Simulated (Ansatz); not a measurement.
Calculated with Ansatz (gas phase, PBE0-D4/def2-TZVP geometries, no zero-point term in ΔE). CCSD(T)/CBS adds triple-zeta CCSD(T) − MP2 to the extrapolated MP2 energy (def2 sets, frozen cores). This one scheme is used for every species. Functionals use def2-TZVPP. One conformer a species, not always the lowest.

Reaction (silylene formation by 1,1-elimination): `CO[SiH](F)[SiH3]` → `CO[SiH3]` + `F[SiH]`

`CO[SiH](F)[SiH3]`:

Cartesian coordinates in Å:
```
C 0.402 -2.178 -0.575
O -0.051 -0.839 -0.570
Si 0.428 0.307 0.482
F 1.955 0.717 0.208
Si -0.949 2.164 0.137
H 0.533 -2.562 0.443
H -0.342 -2.790 -1.087
H 1.353 -2.259 -1.108
H 0.422 -0.251 1.864
H -2.355 1.804 0.465
H -0.523 3.281 1.022
H -0.872 2.606 -1.280
```

`CO[SiH3]`:

Cartesian coordinates in Å:
```
C -0.981 -0.927 0.180
O -0.474 0.106 -0.632
Si 0.900 0.924 -0.261
H -0.265 -1.753 0.274
H -1.892 -1.311 -0.281
H -1.227 -0.564 1.185
H 1.105 1.914 -1.342
H 2.064 -0.003 -0.178
H 0.770 1.613 1.054
```

`F[SiH]`:

Cartesian coordinates in Å:
```
F 0.828 -0.655 0.653
Si 0.054 0.677 0.176
H -0.882 -0.022 -0.829
```

```tsv
species	BLYP-D4 energy (Eh)
`CO[SiH](F)[SiH3]`	-796.53812
`CO[SiH3]`	-406.47295
`F[SiH]`	-389.98690
```

(1) Work out ΔE.

Largest T1 diagnostic among the species: 0.015.

Results:

(1) ΔE = (-406.47295) + (-389.98690) − (-796.53812) = 0.07827 Eh = +205.5 kJ/mol. CCSD(T)/CBS gives +221.7 kJ/mol.

The D4 term adds +13.3 kJ/mol with B3LYP and +7.4 kJ/mol with PBE0; it sums over pairs of atoms, weighted by their polarisabilities, and B3LYP, whose exchange is more repulsive, gets the larger term. In def2-TZVPP, CCSD(T) changes the Hartree–Fock value by +13.8 kJ/mol (the triples alone add +3.5 kJ/mol) and MP2 by +23.9 kJ/mol. From BLYP to BHLYP (50 % exact exchange), in def2-TZVPP and without D4, ΔE moves by +26.0 kJ/mol.

B3LYP here is the variant with VWN-RPA as its local correlation; programs differ in this.
